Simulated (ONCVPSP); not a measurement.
# Cutoff test, rhodium (Rh), ONCV

```
Element                 : rhodium
Generator               : ONCVPSP 4.0.1
Type                    : optimised norm-conserving Vanderbilt (ONCV)
Functional              : LDA (Perdew-Wang 92)
Relativity              : scalar-relativistic
Frozen core             : [Ar] 3d10
Valence charge          : 17
Reference configuration : 4s2 4p6 4d7 5s2
Partial waves           : 4s+5s: rc 1.65 bohr, ncon 4, nbas 8, qcut 7.7 1/bohr, 2 projectors; 4p: rc 1.70 bohr, ncon 4, nbas 8, qcut 9.2 1/bohr, 2 projectors, debl 1.8 Ha; 4d: rc 1.50 bohr, ncon 4, nbas 9, qcut 6.6 1/bohr, 2 projectors, debl 2.3 Ha
Local potential         : polynomial inside 1.05 bohr (lpopt 5, dvloc0 0 Ha)
Core correction         : none
```

In the p channel the program set the typed energies aside and used -1.982, 0.250 Ha.

Question: For each optimised wave give the share of its norm inside rc, the residual kinetic energy above qcut (Ha) and the cutoffs (Ha) for errors of 10, 1, 0.1 and 0.01 mHa per electron.

Answer:

```
         wave  norm inside rc  residual KE  10 mHa  1 mHa  0.1 mHa  0.01 mHa
           4s           0.962      1.9e-06    15.3   20.6     24.5      27.3
           5s           0.066      2.9e-06    10.8   19.0     23.9      27.6
           4p           0.931      1.9e-08    12.8   15.8     19.8      30.3
p projector 2           0.093      6.7e-08    10.8   14.3     24.9      32.7
           4d           0.577      2.2e-03    18.4   29.8    123.3     143.6
d projector 2           0.079      2.4e-03    18.5   23.8     43.6      99.0
```

The occupied waves need 30 Ha and 123 Ha for 1 and 0.1 mHa.
